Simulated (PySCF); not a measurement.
Spectrum to structure. Level of theory: PySCF 2.14.0, density-fitted response routines, TDDFT wB97X-D/def2-SVPD, vertical, gas phase, core orbitals frozen in the response. Geometries: GFN2-xTB, one conformer each.

```csv
state,E (eV),f
S1,2.40,0.0001
S2,5.52,0.0002
S3,5.77,0.573
S4,6.09,0.0027
S5,7.03,0.0022
S6,7.35,0.0042
S7,7.50,0.119
S8,7.63,0.0050
```

Triplets computed (Tamm–Dancoff): 2.02, 3.56, 5.42 eV.

Task: Which structure fits? All have the formula C6H6F2O.
A. `C=C[C@@]1(C(=O)F)C[C@H]1F`
B. `C/C(=C\CF)C(F)=C=O`
C. `C(C1CC(F)=COC=1)F`

Result: B. Its S1, at 2.40 eV, is the lowest among the candidates; the nearest of the others has S1 at 5.46 eV. S1 is HOMO→LUMO (91%), HOMO-1→LUMO (8%). Löwdin shares by element: HOMO carbon 55% or more, oxygen 15% (atoms not listed hold the other 30%); LUMO carbon 52% or more, oxygen 32%, fluorine 8% or more. At the same level the other candidates give, for their lowest levels:
- `C=C[C@@]1(C(=O)F)C[C@H]1F`: 6.00 eV (f 0.002); 6.43 eV (f 0.040); 7.05 eV (f 0.337); 7.51 eV (f 0.070); 7.82 eV (f 0.039); T1 4.39 eV; HOMO -9.67, LUMO 0.98 eV
- `FCC1=COC=C(F)C1`: 5.46 eV (f 0.035); 6.30 eV (f 0.004); 6.84 eV (f 0.067); 6.98 eV (f 0.001); 7.17 eV (f 0.007); T1 4.02 eV; HOMO -8.28, LUMO 1.75 eV

Conformer computed: `[CH3:1]/[C:2](=[CH:3]\[CH2:4][F:5])[C:6]([F:7])=[C:8]=[O:9]`: C2–C3–C4–F5 179°, C1–C2–C6–F7 180°.
